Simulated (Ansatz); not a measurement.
Abridged output of a molecular run in Ansatz:

```
Functional definition: HF
1978 factors; integrals over basis functions are off by at most 9.8e-4 eV
mean field evaluation 1: about -18318.7022 eV, gradient 5.5e1 eV
mean field evaluation 2: about -18319.1356 eV, gradient 5.5e1 eV
mean field evaluation 4: about -18325.3345 eV, gradient 6.6e0 eV
mean field evaluation 8: about -18325.5178 eV, gradient 8.6e-1 eV
mean field evaluation 16: about -18325.5239 eV, gradient 2.4e-6 eV
mean field -18325.52388830 eV, -673.4505814088 hartree, gradient 2.4e-6 eV, S^2 0.000000; 0 other end points of the search recorded, 0 dependent functions left out; unrestricted orbitals would lower it
11 core orbitals not correlated: weight in the atoms' cores, before any rotation towards them, 1.000 or more for the frozen orbitals, at most 0.000 for the correlated occupied ones
reference -18325.52388830 eV, -673.4505814088 hartree; 26, 26 occupied and 244, 244 virtual orbitals, 1978 factors
second order -48.38720819 eV of doubles, -0.00000000 eV of singles
cycle   1  -45.94406787 eV  change     2.4e0 eV  update   1.8e-1
cycle   2  -47.23329220 eV  change    -1.3e0 eV  update   6.0e-2
cycle   3  -47.52721226 eV  change   -2.9e-1 eV  update   2.8e-2
cycle   4  -47.49139787 eV  change    3.6e-2 eV  update   8.3e-3
cycle   5  -47.48002844 eV  change    1.1e-2 eV  update   3.8e-3
cycle   6  -47.48456260 eV  change   -4.5e-3 eV  update   1.4e-3
cycle   7  -47.48507332 eV  change   -5.1e-4 eV  update   6.0e-4
cycle   8  -47.48432596 eV  change    7.5e-4 eV  update   2.6e-4
cycle   9  -47.48418861 eV  change    1.4e-4 eV  update   1.0e-4
cycle  10  -47.48438879 eV  change   -2.0e-4 eV  update   5.0e-5
cycle  11  -47.48424142 eV  change    1.5e-4 eV  update   2.4e-5
cycle  12  -47.48425439 eV  change   -1.3e-5 eV  update   1.0e-5
perturbative correction -2.06660181 eV, -0.0759462158 hartree
Total energy: -18375.07474450 eV, -675.2715417874 hartree
```

Its atoms:

```xyz
9

O    -1.3431   -2.1684   -0.2034
C    -0.7415   -1.1631   -0.0192
C     0.0167   -0.3270   -0.9717
C     0.5185    0.7020   -0.2936
I     1.6678    2.2674   -0.9185
C     0.0990    0.5670    1.1356
O     0.3350    1.2702    2.0586
O    -0.6549   -0.5745    1.2307
H     0.1025   -0.5737   -2.0186
```

Question: Which basis set was used?
A. def2-TZVPP
B. cc-pV(Q+d)Z
C. def2-TZVPPD
D. cc-pV(D+d)Z

Answer: A. It gives 281 functions.

Question: Write the keys of the input that set method, charge and spin (a neutral closed shell needs none for the last two).

Answer: 
```yaml
correlation: {method: ccsd_t}
```
